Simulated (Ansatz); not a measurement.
Species: AlH, charge 1, multiplicity 2. 
Coordinates optimised at B3LYP-D3(BJ)/def2-TZVP (Ansatz, a first-principles code):
```
Al
H 1 1.6229
```
Charge +1, spin multiplicity 2.

Basis-set convergence of Hartree-Fock and CCSD correlation energies (hartree) with Ansatz. Valence correlation only, unless marked. UHF or UKS for open shells. Spin-orbit coupling is left out. No relativistic terms.

| basis | functions | E(HF) | E(corr, CCSD) |
|---|---|---|---|
| def2-SVPD | 32 | -242.10858 | -0.04199 |
| def2-TZVPPD | 65 | -242.19217 | -0.04591 |
| def2-QZVPPD | 109 | -242.19855 | -0.04754 |

Extrapolating the two largest sets (X = 3 and 4) as X^-3: E(corr) = (64·(-0.04754) - 27·(-0.04591))/37 = -0.0487 Eh, an estimate of the basis-set limit. The largest set recovers 97.6 % of it, the smallest 86.2 %.
